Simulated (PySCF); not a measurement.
Al(Me)2(NH3) (C₂H₉AlN), SMILES [CH3][Al+](<-[NH3])[CH3] (connectivity only; charge and spin as stated), charge +1, multiplicity 1.

Coordinates come from a r2SCAN-D4/def2-SVP optimisation. The multiplicity is an assumed one; no other spin state was optimised. The isomer is the one that the SMILES or the coordinates give; other isomers of the formula were not compared.

Calculation: PBE/def2-TZVP in PySCF.

The molecule is in vacuum.

Computed frontier levels, gap, dipole moment and polarisability:
| Item | Result |
|---|---|
| highest occupied level | -11.45 eV |
| lowest empty level | -6.23 eV |
| orbital gap | 5.22 eV |
| dipole moment about the centre of nuclear charge | 4.39 D |
| mean static polarisability | 56.2 bohr³ (8.32 Å³) |
| polarisability, principal values | 46.3, 55.6, 66.6 bohr³ |
